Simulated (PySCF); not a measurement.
An equivalent PySCF input for In⁺ (indium, charge +1), [Kr] 4d10 5s2, closed-shell 1S, with scalar relativity through the core potential:

```python
from pyscf import gto, scf, dft, mp, cc
import basis_set_exchange as bse
txt = bse.get_basis("cc-pVTZ-PP", elements=["In"], fmt="nwchem", header=False)
cut = txt.index("\nECP")
mol = gto.M(atom="In 0 0 0", charge=1, spin=0, symmetry="D2h",
            basis=gto.basis.parse(txt[:cut]),
            ecp={"In": gto.basis.parse_ecp(txt[cut:])})
mf = dft.UKS(mol, xc="R2SCAN")
mf.irrep_nelec = {'Ag': (4, 4), 'B1g': (1, 1), 'B2g': (1, 1), 'B3g': (1, 1), 'B1u': (1, 1), 'B2u': (1, 1), 'B3u': (1, 1)}
mf.kernel()
```

It reaches the same state as the run whose output follows, with an energy that differs only through the grid. The run itself started from symmetry-adapted Hartree-Fock orbitals and held the occupation by maximum overlap, on a logarithmic radial grid, so the iterations belong to that start.

```
SCF conv_tol = 1e-09
number electrons alpha = 10  beta = 10
XC functionals = R2SCAN
    J. W. Furness, A. D. Kaplan, J. Ning, J. P. Perdew, and J. Sun.,  J. Phys. Chem. Lett. 11, 8208-8215 (2020)
    J. W. Furness, A. D. Kaplan, J. Ning, J. P. Perdew, and J. Sun.,  J. Phys. Chem. Lett. 11, 9248-9248 (2020)
    J. W. Furness, A. D. Kaplan, J. Ning, J. P. Perdew, and J. Sun.,  J. Phys. Chem. Lett. 11, 8208-8215 (2020)
    J. W. Furness, A. D. Kaplan, J. Ning, J. P. Perdew, and J. Sun.,  J. Phys. Chem. Lett. 11, 9248-9248 (2020)
cycle= 1 E= -189.971616012247  delta_E= -0.00841  |g|= 0.0336  |ddm|= 0.609
cycle= 2 E= -189.97181117351  delta_E= -0.000195  |g|= 0.0272  |ddm|= 0.159
cycle= 3 E= -189.972073597489  delta_E= -0.000262  |g|= 0.000472  |ddm|= 0.0519
cycle= 4 E= -189.97207401201  delta_E= -4.15e-07  |g|= 7.03e-05  |ddm|= 0.00591
cycle= 5 E= -189.97207402059  delta_E= -8.58e-09  |g|= 2.74e-06  |ddm|= 0.00167
cycle= 6 E= -189.972074020594  delta_E= -3.27e-12  |g|= 1.25e-07  |ddm|= 1.7e-05
converged SCF energy = -189.972074020594  <S^2> = -1.0658141e-14  2S+1 = 1
```

Energies and moments cover only the electrons outside the core potential.
